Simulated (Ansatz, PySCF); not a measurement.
Caution: the highest occupied level lies above zero, so the state may not be bound. This triplet is an excited state, 0.95 eV above the relaxed singlet at the level frozen-core CCSD(T)/aug-cc-pVDZ // B3LYP-D3(BJ)/def2-TZVPD (Ansatz, an electronic-structure program).

B3LYP has the VWN-RPA correlation part, as in Gaussian. 

Cartesian coordinates (Å):
```xyz
7

C      3.4435     0.2526    -0.3897
N      2.3863    -0.2309    -0.5373
Al     0.7448    -1.1024    -0.8397
Si    -1.2324     0.0702    -0.0164
H     -1.5409     1.4291    -0.5881
H     -1.3466     0.3195     1.4646
H     -2.4547    -0.7381    -0.3357
```
Charge -1, spin multiplicity 3.

### Question
Predict the total energy and highest occupied spin orbital from PySCF with B3LYP-D3(BJ)/def2-TZVPD.

### Answer

- total energy = -626.6859 Ha
- highest occupied spin orbital = 0.57 eV
